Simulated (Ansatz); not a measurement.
Calculated with Ansatz (gas phase, PBE0-D4/def2-TZVP geometries, no zero-point term in ΔE). CBS: MP2 limit from def2 TZ/QZ plus the TZ coupled-cluster correction, frozen cores. Double bonds are as drawn, so ΔE can hold a change between cis and trans. DFT in def2-TZVPP. For Se outer-core shells are correlated without core-valence functions, which leaves a few kJ/mol of doubt a bond. Scalar relativity is left out up to krypton. Each species was taken in one conformer, which may not be the lowest.

Reaction (redistribution): `[SiH3]/N=C\[SeH]` + `NP(O)S` → `NP(S)[SeH]` + `O/C=N/[SiH3]`

`[SiH3]/N=C\[SeH]`:

Z-matrix (Å, degrees):
```
Si
N 1 1.732
H 1 1.483 2 107.6
H 1 1.483 2 107.6 3 118.5
H 1 1.493 2 113.3 3 -120.8
C 2 1.246 1 131.9 3 121.1
Se 6 1.937 2 127.1 1 0.0
H 6 1.094 2 121.7 1 180.0
H 7 1.468 6 93.1 2 -179.9
```

`NP(O)S`:

Cartesian coordinates in Å:
```
N -1.306 -0.477 -0.365
P -0.191 0.332 0.584
O 0.766 1.164 -0.478
S 1.026 -1.391 0.845
H -0.999 -0.990 -1.180
H -2.197 -0.024 -0.491
H 0.813 2.087 -0.209
H 2.087 -0.701 1.294
```

`NP(S)[SeH]`:

Z-matrix (Å, degrees):
```
N
P 1 1.721
H 1 1.013 2 112.2
H 1 1.012 2 112.2 3 -125.4
S 2 2.124 1 94.2 3 -64.7
Se 2 2.282 1 94.7 3 -171.6
H 5 1.343 2 93.1 1 150.8
H 6 1.468 2 91.5 1 -144.5
```

`O/C=N/[SiH3]`:

```xyz
9

O     1.791    1.080    1.264
C     0.770    0.322    0.856
N     0.278    0.391   -0.296
Si   -1.041   -0.568   -0.866
H     2.034    1.645    0.515
H     0.453   -0.341    1.669
H    -1.544   -1.508    0.180
H    -2.148    0.332   -1.278
H    -0.594   -1.352   -2.045
```

```csv
level,ΔE (kJ/mol)
ωB97X-V,-15.8
HF/def2-TZVPP,-18.5
CCSD/def2-TZVPP,-11.3
SCS-MP2/def2-QZVPP,-9.0
```

What does CCSD(T)/CBS give? (Best estimate.)

Ansatz gave: -12.1 kJ/mol. The listed levels differ from it by -3.7, -6.4, 0.8, 3.1 kJ/mol.

Largest T1 diagnostic among the species: 0.014.

In def2-TZVPP, CCSD(T) changes the Hartree–Fock value by +7.2 kJ/mol (the triples alone add −0.0 kJ/mol) and MP2 by +7.4 kJ/mol.
